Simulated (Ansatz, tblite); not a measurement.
Isomers of Cr4N4 (singlet), found by a short tight-binding search and relaxed with PBE-D4/def2-SVP in Ansatz.

The xTB rows come from tblite.

A: The restricted singlet is unstable towards broken spin symmetry in Hartree–Fock (as tested in another run); at PBE-D4/def2-TZVP, r2SCAN-D4/def2-TZVP, PBE0-D4/def2-TZVP this wasn't settled.

Other spin states were run for one of them alone.

For A, a quintet lies 6.96 eV below this singlet at PBE0-D4/def2-TZVP. The order below holds within this spin alone and isn't that of the ground states.

A:

```xyz
8

Cr    0.7162   -0.3935    1.1154
Cr   -0.3879   -0.4759   -0.9782
Cr   -0.9533    1.1092    0.1050
Cr    1.6624    0.4299   -0.4715
N     1.0886   -0.1365   -1.9535
N     0.6398    1.3565    0.9607
N    -1.0029   -1.4562    0.5718
N    -1.7628   -0.4334    0.6503
```

B:

Cartesian coordinates in Å:
```
Cr -0.2538 -0.4778 1.5752
Cr -0.2507 -1.1056 -0.3410
Cr 1.5939 0.2647 -0.0557
Cr -0.0563 1.3459 -0.0579
N 0.8866 0.3807 -1.7372
N -0.6913 -2.1373 0.8935
N -0.3867 0.5985 -1.7687
N -0.8416 1.1309 1.4918
```

Problem. Estimate which lies lowest at each level, and how far above it the others are (kcal/mol).

Solution. 
```csv
level,A,B
GFN1-xTB,0.0,15.8
GFN2-xTB,1.4,0.0
PBE-D4/def2-TZVP,0.0,11.4
r2SCAN-D4/def2-TZVP,0.0,11.6
PBE0-D4/def2-TZVP,0.0,13.7
```
Point groups (tolerance 0.1 Å): A not assigned, B not assigned. Lower isomers may exist.
